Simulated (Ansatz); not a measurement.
Total energies of diborane tri F (B₂H₃F₃) from Ansatz at PBE0-D4/def2-TZVP, gas phase (1 Eh = 27.2114 eV = 2625.5 kJ/mol). The reference geometry is relaxed at r2SCAN-D4/def2-SVP.

| state | geometry | energy (Eh) |
| --- | --- | --- |
| charge 0 singlet | reference | -350.97919 |
| charge 1 doublet | reference | -350.50203 |
| charge 1 doublet | relaxed at r2SCAN-D4/def2-SVP | -350.56229 |
| free B atom (doublet) | – | -24.61828 |
| free F atom (doublet) | – | -99.67617 |
| free H atom (doublet) | – | -0.50104 |

Problem. Work out the vertical ionisation energy to the doublet.

Solution. E(charge 1 doublet) − E(charge 0 singlet) = -350.50203 − (-350.97919) = 0.47716 Eh = 12.98 eV. For comparison, −ε of the highest occupied level is 10.40 eV at this level, 2.58 eV less.

Problem. How much does the charge 1 doublet relax, and what is the adiabatic ionisation energy?

Solution. Relaxation: -350.50203 − (-350.56229) = 0.06026 Eh = 1.64 eV. Adiabatic ionisation energy: 0.41690 Eh = 11.34 eV, without zero-point energy. Bonds change on the way (2 lost, 0 formed), so the relaxed form is another species. 

Problem. What is the binding energy per atom against free atoms?

Solution. Atoms: 2 × (-24.61828) + 3 × (-99.67617) + 3 × (-0.50104) = -349.76819 Eh. Binding: -349.76819 − (-350.97919) = 1.21100 Eh = 32.95 eV, or 4.12 eV for each of 8 atoms (no zero-point energy, no counterpoise term).
